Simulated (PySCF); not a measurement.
**Al⁻ (aluminium, charge -1) across methods**

[Ne] 3s2 3p2, high-spin 3P determinant. Computed with PySCF 2.14 in aug-cc-pVQZ-DK, with scalar relativity by spin-free X2C-1e. The B2PLYP total includes its PT2 part (frozen core); its orbital energies are those of the SCF part.

```
   method  E (hartree)  mean ε 3s α (eV)  mean ε 3s β (eV)  mean ε 3p α (eV)  Σ⟨r²⟩ (bohr²)   ⟨S²⟩
  r2SCANh    -242.7955            -3.668            -2.523             0.992          76.30  2.010
     PBE0    -242.7141            -4.150            -2.966             0.782          76.49  2.006
      PBE    -242.6962            -3.160            -2.287             1.258          82.13  2.004
     BP86    -242.8563            -3.295            -2.501             1.159          82.97  2.003
CAM-B3LYP    -242.8278            -5.465            -4.195             0.114          75.12  2.005
      UHF   -242.31626            -6.874            -4.529            -0.604          74.02  2.018
      LDA    -241.7733            -3.346            -2.530             1.198          84.37  2.001
   r2SCAN    -242.7975            -3.288            -2.239             1.180          77.55  2.010
```

Task: Estimate the same row for B2PLYP.

Result: E (hartree) = -242.7064; mean ε 3s α (eV) = -5.181; mean ε 3s β (eV) = -3.722; mean ε 3p α (eV) = 0.395; Σ⟨r²⟩ (bohr²) = 78.28; ⟨S²⟩ = 2.007.

The highest occupied level is positive at r2SCANh, PBE0, PBE, BP86, CAM-B3LYP, B2PLYP, LDA, r2SCAN: only the finite basis holds that electron, which in a density functional comes from self-interaction.
